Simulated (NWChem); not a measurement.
System meant: C$_{6}$H$_{11}$, doublet; SMILES [CH]1CCCCC1

Here is an NWChem input.

```
start job
memory heap 200 mb stack 900 mb global 1100 mb
geometry units angstroms noautoz
  C      1.329803    -0.500239     0.282537
  C      1.149675     0.854548    -0.307245
  C     -0.200945     1.496084     0.077878
  C     -1.310559     0.456577     0.317572
  C     -1.040550    -0.855634    -0.412582
  C      0.235674    -1.502567     0.128639
  H      2.299393    -0.813149     0.680362
  H      1.983546     1.520480    -0.037394
  H      1.191480     0.774530    -1.415263
  H     -0.072162     2.104798     0.986830
  H     -0.501745     2.197604    -0.717402
  H     -2.289160     0.871263     0.028201
  H     -1.382102     0.234342     1.396716
  H     -1.893129    -1.544600    -0.304772
  H     -0.936275    -0.663474    -1.495137
  H      0.552371    -2.339222    -0.527983
  H      0.021940    -1.981156     1.105540
end
basis spherical
  * library def2-svp
end
dft
  odft
  mult 3
  xc xpbe96 cpbe96
  iterations 150
  mulliken
end
task dft energy
```

End of the output:

```
 Summary of "ao basis" -> "" (spherical)
 ------------------------------------------------------------------------------
       Tag                 Description            Shells   Functions and Types
 ---------------- ------------------------------  ------  ---------------------
 *                          def2-svp                  on all atoms

  pbe96 is a nonlocal functional; adding pw91lda local functional.

                                 NWChem DFT Module
                                 -----------------

 Summary of "ao basis" -> "ao basis" (spherical)
 ------------------------------------------------------------------------------
       Tag                 Description            Shells   Functions and Types
 ---------------- ------------------------------  ------  ---------------------
 C                          def2-svp                 6       14   3s2p1d
 H                          def2-svp                 3        5   2s1p

 Summary of "ao basis" -> "ao basis" (spherical)
 ------------------------------------------------------------------------------
       Tag                 Description            Shells   Functions and Types
 ---------------- ------------------------------  ------  ---------------------
 C                          def2-svp                 6       14   3s2p1d
 H                          def2-svp                 3        5   2s1p

  number of electrons :                   47
  multiplicity        :                    3
 ------------------------------------------------------------------------
  no. of electrons and multiplicity not compatible                  47
 ------------------------------------------------------------------------
 ------------------------------------------------------------------------
  current input line :
    32: task dft energy
 ------------------------------------------------------------------------
 ------------------------------------------------------------------------
 There is an error in the input file
 ------------------------------------------------------------------------
 For more information see the NWChem manual at https://nwchemgit.github.io

0: no. of electrons and multiplicity not compatible:Received an Error in Communication
```

Question: Find the fault in this run and fix the input.

Answer: The program refused the input. Cause: the multiplicity doesn't fit the number of electrons (an even count wants an odd multiplicity, and the reverse). This input runs:
```
start job
memory heap 200 mb stack 900 mb global 1100 mb
geometry units angstroms noautoz
  C      1.329803    -0.500239     0.282537
  C      1.149675     0.854548    -0.307245
  C     -0.200945     1.496084     0.077878
  C     -1.310559     0.456577     0.317572
  C     -1.040550    -0.855634    -0.412582
  C      0.235674    -1.502567     0.128639
  H      2.299393    -0.813149     0.680362
  H      1.983546     1.520480    -0.037394
  H      1.191480     0.774530    -1.415263
  H     -0.072162     2.104798     0.986830
  H     -0.501745     2.197604    -0.717402
  H     -2.289160     0.871263     0.028201
  H     -1.382102     0.234342     1.396716
  H     -1.893129    -1.544600    -0.304772
  H     -0.936275    -0.663474    -1.495137
  H      0.552371    -2.339222    -0.527983
  H      0.021940    -1.981156     1.105540
end
basis spherical
  * library def2-svp
end
dft
  odft
  mult 2
  xc xpbe96 cpbe96
  iterations 150
  mulliken
end
task dft energy
```
It converges to -234.70182 Ha (PBE/def2-SVP, spin-unrestricted).
